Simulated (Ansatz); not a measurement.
Relaxation of a periodic cell of 37 atoms, H₂₆C₉N₂ (contents 2 CH3CN + 5 CH4, density as packed 0.50 g/cm³ with natural masses), to a largest force component of 0.3 eV/Å in at most 15 steps.

These are results of Ansatz, DFT r2SCAN, scalar-relativistic, plane waves, PAW, not measurements. Settings: accuracy low, cutoff 500 eV, k mesh 1x1x1, fermi-dirac smearing 0.05 eV, no spin polarisation.

```xyz
37
Lattice="8.1327 0.0000 0.0000 0.0000 8.1327 0.0000 0.0000 0.0000 8.1327" Properties=species:S:1:pos:R:3
C 2.504 8.077 -0.096
C 3.009 7.008 0.763
N 3.416 6.147 1.456
H 2.604 9.041 0.406
H 3.069 8.106 -1.030
H 1.451 7.907 -0.327
C 1.674 2.969 1.947
C 2.704 2.398 2.810
N 3.536 1.936 3.506
H 1.543 4.030 2.170
H 1.960 2.863 0.899
H 0.723 2.456 2.106
C 2.662 5.270 6.678
H 1.782 5.883 6.488
H 3.507 5.914 6.924
H 2.898 4.686 5.788
H 2.464 4.597 7.512
C 5.761 6.423 6.472
H 6.105 5.390 6.442
H 6.612 7.093 6.355
H 5.275 6.616 7.428
H 5.052 6.593 5.663
C 0.712 6.799 1.937
H 1.461 7.535 2.229
H 0.762 5.944 2.612
H 0.906 6.468 0.917
H -0.279 7.247 1.991
C 0.877 0.362 5.219
H -0.082 0.715 5.598
H 0.729 -0.125 4.255
H 1.307 -0.349 5.923
H 1.554 1.208 5.098
C 4.848 2.095 6.885
H 4.606 2.603 7.818
H 4.258 1.182 6.805
H 5.908 1.845 6.872
H 4.619 2.749 6.044
```

Q: Where does it end, and by what steps?

A: The forces met the threshold. The threshold is loose, so the end isn't yet a minimum. The force dipped under the threshold on the way, but the program's further checks kept it going. Limits of this set-up: coarse k mesh, low accuracy level. After 8 steps the energy has fallen by 1.292 eV; H15 moved furthest, 0.89 Å.

```tsv
step	energy less start (eV)	largest force component (eV/Å)	accepted
0	0.0000	2.147	yes
1	-0.5613	0.221	yes
2	-0.5613	0.221	yes
3	-0.8408	0.715	yes
4	-1.0417	0.407	yes
5	-1.1543	0.263	yes
6	-1.2171	0.604	yes
7	-1.2919	0.188	yes
8	-1.2919	0.186	yes
```

```xyz
37
Lattice="8.1327 0.0000 0.0000 0.0000 8.1327 0.0000 0.0000 0.0000 8.1327" Properties=species:S:1:pos:R:3
C 2.898 7.933 0.133
C 3.313 6.839 0.993
N 3.628 5.963 1.673
H 3.289 8.867 0.533
H 3.275 7.787 -0.879
H 1.809 7.970 0.104
C 1.798 3.129 2.015
C 2.833 2.380 2.700
N 3.657 1.777 3.238
H 2.012 4.197 2.096
H 1.777 2.863 0.955
H 0.828 2.894 2.460
C 2.363 4.795 6.239
H 1.548 5.514 6.186
H 3.316 5.315 6.293
H 2.353 4.165 5.352
H 2.246 4.177 7.126
C 6.039 6.465 6.440
H 6.321 5.433 6.239
H 6.925 7.095 6.431
H 5.563 6.519 7.418
H 5.354 6.808 5.667
C -0.008 6.623 2.136
H 0.792 7.335 2.328
H -0.008 5.880 2.931
H 0.164 6.131 1.180
H -0.968 7.132 2.118
C 0.756 0.699 5.285
H -0.012 1.132 5.925
H 0.348 0.556 4.285
H 1.061 -0.271 5.677
H 1.623 1.356 5.235
C 5.119 2.445 6.812
H 4.654 2.835 7.716
H 4.687 1.484 6.545
H 6.186 2.321 6.986
H 4.960 3.137 5.990
```

Run time: 110 s on 1 thread of Intel(R) Xeon(R) 6975P-C (Granite Rapids) (shared host), peak memory 0.93 GiB.
